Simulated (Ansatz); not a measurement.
`C[S][Al]([CH3])[F]` and `C[S][Al]([CH3])[Cl]` differ in one element.

Ansatz, PBE0-D4/def2-TZVP geometries, multiplicity 1. Each molecule was computed in one conformer, which needn't be the lowest.

```
                                      property  `C[S][Al]([CH3])[F]`
          HOMO–LUMO gap (PBE0/def2-TZVPP) / eV                  6.93
            LUMO energy (PBE0/def2-TZVPP) / eV                 -0.27
size of the dipole moment (PBE/def2-TZVPP) / D                  3.11
            HOMO energy (PBE0/def2-TZVPP) / eV                 -7.20
           HOMO–LUMO gap (PBE/def2-TZVPP) / eV                  4.97
           LUMO energy (B3LYP/def2-TZVPP) / eV                 -0.51
```

Question: What does the change do to each property? (An estimate is asked.)

Answer: Computed: 
```csv
property,`C[S][Al]([CH3])[Cl]`,shift
HOMO–LUMO gap (PBE0/def2-TZVPP) / eV,6.67,-0.26
LUMO energy (PBE0/def2-TZVPP) / eV,-0.56,-0.29
size of the dipole moment (PBE/def2-TZVPP) / D,0.36,-2.75
HOMO energy (PBE0/def2-TZVPP) / eV,-7.22,-0.02
HOMO–LUMO gap (PBE/def2-TZVPP) / eV,4.73,-0.24
LUMO energy (B3LYP/def2-TZVPP) / eV,-0.74,-0.23
```

Dipoles are sizes alone; their direction can turn.

B3LYP here is the variant with VWN-RPA as its local correlation; programs differ in this.
